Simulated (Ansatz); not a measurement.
Two isomers of FH7N2O2Si2: A = `N[Si@H](F)O[Si@@H](N)O`, B = `N[SiH](F)[Si](N)(O)O`.

Gas-phase electronic energies from Ansatz, PBE0-D4/def2-TZVP geometries. CBS: MP2 limit from def2 TZ/QZ plus the TZ coupled-cluster correction, frozen cores. DFT in def2-TZVPP. B3LYP here is the variant with VWN-RPA as its local correlation; programs differ in this. Each species was taken in one conformer, which may not be the lowest.

A:

```xyz
14

N    -1.635    0.547   -1.347
Si   -0.777    1.377   -0.130
O    -1.816    1.914    1.011
O     0.321    0.313    0.457
Si    0.842   -1.214    0.364
N     2.452   -1.246    0.868
F     0.636   -1.674   -1.162
H    -1.169   -0.144   -1.912
H    -2.395    0.986   -1.841
H    -0.037    2.592   -0.524
H    -2.477    1.289    1.315
H     0.038   -2.167    1.153
H     2.946   -2.105    1.036
H     3.070   -0.468    0.712
```

B:

Z-matrix (Å, degrees):
```
Si
F 1 1.616
Si 1 2.343 2 108.3
N 1 1.704 2 114.4 3 118.8
H 1 1.487 2 104.5 3 -124.6
N 3 1.705 1 119.2 2 -38.2
O 3 1.647 1 111.2 2 -156.7
O 3 1.648 1 100.6 2 82.1
H 4 1.007 1 122.7 2 72.7
H 4 1.008 1 119.6 2 -78.4
H 6 1.006 3 120.9 1 52.7
H 6 1.007 3 119.5 1 -94.3
H 7 0.958 3 116.5 1 -43.0
H 8 0.961 3 116.3 1 -171.0
```

(1) Which is lower in electronic energy at CCSD(T)/CBS, and by how much? (Estimate.)

(2) Give E(B) − E(A) in kcal/mol with CCSD/def2-TZVPP, PBE0-D4, ωB97M-V, B3LYP, B3LYP-D4, B2PLYP, MP2/def2-TZVPP. (Estimate.)

Largest T1 diagnostic: 0.012.

## Answers

(1) The calculation gave: A, by 37.2 kcal/mol.

(2) Ansatz gave: CCSD/def2-TZVPP 38.5, PBE0-D4 32.6, ωB97M-V 37.3, B3LYP 36.2, B3LYP-D4 35.8, B2PLYP 37.5, MP2/def2-TZVPP 38.6. None reverses the order clearly.

In def2-TZVPP, CCSD(T) changes the Hartree–Fock value by −6.7 kcal/mol (the triples alone add −1.1 kcal/mol) and MP2 by −5.5 kcal/mol. From PBE to PBE0 (25 % exact exchange), in def2-TZVPP and without D4, E(B) − E(A) moves by +3.3 kcal/mol.
